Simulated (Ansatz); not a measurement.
Be11O11 (started as a model of: (BeO)11 cage of four- and six-membered rings), relaxed as a singlet with RKS r2SCAN-D4/def2-SVP in Ansatz, starting from the GFN2-xTB geometry. Force threshold 0.03 eV/Å.

Start:

```xyz
22

Be   -1.782   -1.995    0.168
O    -0.727   -1.839    1.265
Be    0.206   -2.149   -0.008
O    -0.867   -2.633   -1.005
Be   -1.313   -1.324   -1.691
O    -2.427   -0.822   -0.596
Be   -2.038    0.492   -0.025
O    -1.365    0.698    1.381
Be   -0.436   -0.440    1.818
O     1.025   -0.084    2.110
Be    1.951   -0.401    0.834
O     1.401   -1.237   -0.335
Be    1.016   -0.298   -1.488
O    -0.349   -0.344   -2.258
Be   -0.324    1.167   -1.751
O    -1.311    1.687   -0.786
Be   -0.646    1.887    0.646
O     1.246    1.254   -1.489
Be    1.526    1.320    1.764
O     2.701    0.941    0.717
Be    1.777    1.772   -0.200
O     0.737    2.348    0.931
```

**Question.** Estimate the energy that the relaxation releases and the steps that it takes.

**Answer.** 51.2 kJ/mol, in 4 steps; 27 s on 4 threads of Intel Xeon Platinum 8488C on a shared host. No frequencies were taken in this run, so the end may be a saddle point.

**Question.** Does the start keep its bonding and symmetry?

**Answer.** By distances, no bond broke or formed. The bond that changes most is Be15–O16, from 1.48 to 1.54 Å (atoms count from 1). Point group Cs at the start, Cs at the end, both within 0.05 Å.

**Question.** Predict the relaxed structure.

**Answer.** 
```
atom    x (Å)    y (Å)    z (Å)
 Be1  -1.8141  -2.0246   0.1824
  O2  -0.7200  -1.8924   1.2913
 Be3   0.2320  -2.2196   0.0118
  O4  -0.8969  -2.6591  -0.9989
 Be5  -1.3547  -1.3314  -1.7263
  O6  -2.4840  -0.8507  -0.6303
 Be7  -2.0892   0.5123  -0.0377
  O8  -1.3862   0.7172   1.3833
 Be9  -0.4418  -0.4558   1.8620
 O10   1.0621  -0.1069   2.1512
Be11   2.0080  -0.4401   0.8688
 O12   1.4440  -1.2785  -0.3378
Be13   1.0819  -0.3297  -1.5577
 O14  -0.3427  -0.3274  -2.2915
Be15  -0.3379   1.2003  -1.7919
 O16  -1.3691   1.7446  -0.7853
Be17  -0.6639   1.9405   0.6501
 O18   1.2458   1.2641  -1.5250
Be19   1.5431   1.3392   1.8024
 O20   2.7183   0.9633   0.7456
Be21   1.7942   1.8238  -0.2069
 O22   0.7711   2.4109   0.9404
```
Bond lengths (bridged metal pairs left out): 33 × Be–O 1.53 to 1.65 Å.
